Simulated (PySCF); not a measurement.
Computed shifts of a molecule C₃H₄BFO, KT2/pcSseg-1 in PySCF, GIAO, gas phase, equivalent atoms averaged, in ppm (number of nuclei): ¹³C: 164.3 (1), 140.9 (1), 90.4 (1). ¹⁹F: -236.5 (1). ¹H: 8.55 (1), 6.70 (1), 5.35 (1), 4.86 (1). References: ¹⁷O against H2O (σ = 330.4 ppm); ¹¹B against BF3 (σ = 89.8 ppm); ¹³C against TMS (σ = 185.1 ppm); ¹⁹F against CFCl3 (σ = 127.1 ppm); ¹H against TMS (σ = 31.47 ppm), references at their B3LYP-D3(BJ)/def2-TZVP geometries, non-relativistic. Geometry: PBE0-D3(BJ)/def2-SVP. One conformer was computed; it need not be the lowest.

Q: Pick the molecule that these values belong to.
A. CC#CB(O)F
B. OB1C=C(F)C1
C. OB1C=C[C@H]1F
D. C#CCB(O)F

A: C, OB1C=C[C@H]1F
